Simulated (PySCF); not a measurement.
# [Ce(H2O)5]3+ at several levels of theory

Computed with PySCF 2.14.0 (density fitting, no spin-orbit coupling) at the geometry relaxed with TPSS:

```xyz
16
[Ce(H2O)5]3+ (singlet in the valence; each metal's 4f electrons, 1 of them, lie in its core potential, out of spins and levels)
Ce    0.1080    0.0000    0.0000
O    -0.3691    0.0000    2.4281
H    -0.4772    0.7744    3.0310
H    -0.4773   -0.7744    3.0310
O    -0.3691    0.0000   -2.4281
H    -0.4773   -0.7744   -3.0310
H    -0.4772    0.7744   -3.0310
O     2.5518   -0.0001    0.0000
H     3.1672   -0.7746    0.0000
H     3.1673    0.7744    0.0000
O    -0.8868    2.2466    0.0000
H    -0.4382    3.1280    0.0000
H    -1.8484    2.4785    0.0000
O    -0.8869   -2.2465    0.0000
H    -1.8486   -2.4784    0.0000
H    -0.4385   -3.1280    0.0000
```

| level | basis | state | HOMO (eV) | gap (eV) | charge on Ce1 (e) | population of f-type functions on Ce1 (polarisation alone where 4f lies in the core) | dipole about the centre of mass (D) | largest force component (eV/Å) |
| --- | --- | --- | --- | --- | --- | --- | --- | --- |
| TPSS | Ce lcecp-1-SVP with ECP47, O def2-SVP, H def2-SVP | singlet | -20.84 | 6.21 | 1.59 | 0.05 | 0.28 | 0.01 |
| B3LYP | the same | singlet | -22.30 | 8.11 | 1.64 | 0.05 | 0.27 | 0.36 |
| TPSS | Ce lcecp-1-TZVP with ECP47, O def2-TZVP, H def2-TZVP | singlet | -20.93 | 6.31 | 2.09 | 0.08 | 0.25 | 0.41 |
| PBE0 | Ce def2-SVP with ECP28, O def2-SVP, H def2-SVP | doublet | -21.50 | 5.95 | 1.76 | 1.15 | 0.34 | 0.46 |

In the lcecp rows the 4f levels are missing from HOMO and gap, and the state counts the valence alone.

HOMO and gap are taken over both spins. Charges are Mulliken's, which hang on the basis. The relaxation used the grid (50, 194), these runs (75, 302) or, all-electron (x2c bases, spin-free X2C Hamiltonian), (99, 590).

Question: A further run in the first row's basis gives HOMO (eV) -24.14, gap (eV) 11.35, charge on Ce1 (e) 1.66, population of f-type functions on Ce1 (polarisation alone where 4f lies in the core) 0.05, dipole about the centre of mass (D) 0.26, largest force component (eV/Å) 0.33. Which level was it?
A. wB97X
B. CAM-B3LYP
C. BP86

Answer: B. The others give HOMO -25.23 eV (wB97X); -20.84 eV (BP86).

In the first row's basis the gap widens with exact exchange: 5.9 to 6.2 eV for BP86, TPSS (none); 8.1 eV for B3LYP (a fixed share); 11.4 to 13.5 eV for CAM-B3LYP, wB97X (rising or full at long range).

No frequency check is given that shows the relaxed geometry to be a minimum. An lcecp potential fixes the number of 4f electrons, so in runs with it no electron can move into or out of that shell.

Rows with open f shells in the valence may stand above their lowest state, and their gaps can end on f levels.
